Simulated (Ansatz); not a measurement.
The same substitution along the group B, Al, Ga, In.

Program: Ansatz. Geometries: PBE0-D4/def2-TZVP. ΔE: electronic, gas phase. CCSD(T)/CBS adds triple-zeta CCSD(T) − MP2 to the extrapolated MP2 energy (def2 sets, frozen cores). This one scheme is used for every species. DFT in def2-TZVPP. def2 core potentials past Kr. For Br, Ga, In outer-core shells are correlated without core-valence functions, which leaves a few kJ/mol of doubt a bond. Scalar relativity is left out up to krypton. Each species was taken in one conformer, which may not be the lowest.

| reaction | CCSD(T)/CBS(def2) (kJ/mol) |
| --- | --- |
| `CB(F)F` + `O[SiH](O)Br` → `CO[SiH](O)Br` + `FBF` | 108 |
| `[CH3][Al]([F])[F]` + `O[SiH](O)Br` → `CO[SiH](O)Br` + `[F][AlH][F]` | 104 |
| `[CH3][Ga]([F])[F]` + `O[SiH](O)Br` → `CO[SiH](O)Br` + `[F][GaH][F]` | 104 |
| `[CH3][In]([F])[F]` + `O[SiH](O)Br` → `CO[SiH](O)Br` + `[F][InH][F]` | ? |

Q: Fill in the missing values. (An estimate is asked.)

A: The calculation gave: `[CH3][In]([F])[F]` + `O[SiH](O)Br` → `CO[SiH](O)Br` + `[F][InH][F]`: +93.4 kJ/mol.

Largest T1 diagnostic: 0.017, for `[F][InH][F]`.
